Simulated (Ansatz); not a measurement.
C2H6GaNO (`C=N[CH2][GaH][OH]`), relaxed with RKS PBE0-D4/def2-TZVP in Ansatz 0.2.0 from a PBE-D4/def2-SVP geometry. The force threshold is 0.005 eV/Å; the program also tests the step.

Charge 0, multiplicity 1.

Start:

```xyz
11

C    -1.059    0.221    1.619
N    -0.399    0.710    0.638
C    -0.638    0.231   -0.694
Ga    1.101   -0.569   -1.307
O     2.453   -0.190   -0.176
H    -1.860   -0.551    1.498
H    -0.845    0.570    2.647
H    -0.791    1.091   -1.384
H    -1.508   -0.465   -0.806
H     1.470   -1.411   -2.579
H     2.079    0.362    0.543
```

Task: How much energy does the relaxation release, and in how many steps? (An estimate is asked.)

Result: The calculation gave: 1.37 kcal/mol, in 14 steps, 2 of them rejected.

Task: Which bonds change most? (An estimate is asked.)

Result: The calculation gave: C1–H6 from 1.119 to 1.099 Å; C3–Ga4 from 2.010 to 1.991 Å; C1–H7 from 1.107 to 1.089 Å; C3–H9 from 1.120 to 1.102 Å.

Task: Give the relaxed structure. (An estimate is asked.)

Result: Ansatz gave: 
```xyz
11

C    -1.069    0.242    1.595
N    -0.462    0.774    0.627
C    -0.640    0.240   -0.688
Ga    1.096   -0.532   -1.285
O     2.463   -0.252   -0.172
H    -1.762   -0.603    1.478
H    -0.913    0.628    2.601
H    -0.854    1.057   -1.385
H    -1.456   -0.497   -0.769
H     1.413   -1.340   -2.579
H     2.183    0.283    0.577
```
